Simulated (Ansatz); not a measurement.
Species: GeF$_{3}$, charge 0, doublet. GeF3 (SMILES [F][Ge]([F])[F], doublet).
B3LYP-D3(BJ)/def2-TZVP minimum from Ansatz (an electronic-structure program):
```
Ge
F 1 1.7346
F 1 1.7346 2 106.47
F 1 1.7346 2 106.47 3 -113.30
```
Charge 0, spin multiplicity 2.

Total energies in cc-pVDZ, 25 correlated electrons, 17 frozen orbitals. Radicals and triplets start from unrestricted determinants; spin-orbit coupling is neglected. Correlated methods leave the cores frozen (noble-gas shells, and filled d and f shells in the p block). No relativity.

```csv
method,program,energy (Eh),minus CCSDT(Q) (mEh)
HF,Ansatz,-2373.73220,659.16
MP2,Ansatz,-2374.37379,17.56
CCSD,Ansatz,-2374.37722,14.14
CCSD(T),Ansatz,-2374.38878,2.58
CCSDT(Q),Ansatz,-2374.39135,0.00
```

Rough core times of Ansatz's runs on a shared machine: CCSD(T) under 20 s, CCSDT(Q) 5 min.
